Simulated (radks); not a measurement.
Results of a calculation; reference values are marked as such.
Problem. These are the eigenvalues of the occupied orbitals of an atom or ion with whole-number occupations (eV). Level of theory: scalar-relativistic Kohn-Sham, PBEsol, spin-unpolarised, spherical densities, point nucleus (a radial shooting solver on a logarithmic mesh with Libxc functionals).

orbital  eigenvalue
1s        -35875.85
2s        -5704.805
2p        -5127.756
3s        -1257.486
3p        -1071.785
3d        -799.0811
4s        -309.0334
4p        -249.4143
4d        -162.3319
5s        -104.7622

Which element is it, and in what charge state? The configuration may be excited.

Solution. Z = 55, caesium, charge +7: Cs7+ in [Kr] 4d10 5s2. The list shows which subshells hold electrons but not how many an open one holds; the 1s level, -1318.4 hartree, gives Z - s = 51.4 by -(Z - s)^2/2, which with screening and relativity narrows Z to a few neighbours, and the depths of the outer levels then fix element, charge and occupations together.
